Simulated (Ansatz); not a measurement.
Ansatz (an electronic-structure program) input (PBE0/def2-SVP):

Ansatz 0.2 input:
```yaml
crystal:
  periodic: [false, false, false]
  atoms:
    - {symbol: Si, position_ang: [1.11244616, -0.36281028, 0.75260270]}
    - {symbol: C, position_ang: [1.72931665, 1.16064541, -0.08657419]}
    - {symbol: N, position_ang: [-0.38632311, -0.97006705, -0.23265824]}
    - {symbol: Si, position_ang: [-1.75342021, 0.26720417, -0.55162347]}
    - {symbol: H, position_ang: [2.01321848, -1.52421552, 0.69576422]}
    - {symbol: H, position_ang: [0.51524024, -0.16269947, 2.08129264]}
    - {symbol: H, position_ang: [1.01288258, 1.98204168, -0.04046421]}
    - {symbol: H, position_ang: [1.99040063, 0.97522420, -1.13021476]}
    - {symbol: H, position_ang: [2.63801195, 1.49287963, 0.42239799]}
    - {symbol: H, position_ang: [-0.77690760, -1.77484951, 0.26418403]}
    - {symbol: H, position_ang: [-1.91168480, 0.94587424, 0.74125226]}
    - {symbol: H, position_ang: [-1.20550610, 1.12035274, -1.61280477]}
    - {symbol: H, position_ang: [-2.90853619, -0.54256034, -0.95933160]}
    - {symbol: H, position_ang: [-0.06512084, -1.34696509, -1.12773210]}
basis:
  gaussian:
    orbitals: def2-SVP
hamiltonian:
  xc: {name: PBE0}
total_charge: 1
```

End of the output:

```
integrals: 0.06 GiB planned
1302 factors; their error is unknown
0.16 GiB of the device are held for the grids
0.48 GiB of device memory are held for the factors and their scratch space
mean field: 0.39 GiB planned
mean field evaluation 1: about -18411.6275 eV, gradient 7.3e1 eV
mean field evaluation 2: about -18404.7233 eV, gradient 8.7e1 eV
mean field evaluation 4: about -18422.8995 eV, gradient 4.4e0 eV
mean field evaluation 8: about -18423.0364 eV, gradient 2.9e-2 eV
mean field -18423.03643395 eV, -677.0341013650 hartree, gradient 5.9e-5 eV, S^2 0.000000; 0 other end points of the search recorded, 0 dependent functions left out
reference -18423.03646314 eV, -677.0341024377 hartree; 25, 25 occupied and 89, 89 virtual orbitals, 1302 factors
Total energy: -18423.03646314 eV, -677.0341024377 hartree
```

It need not be the lowest isomer of its formula.
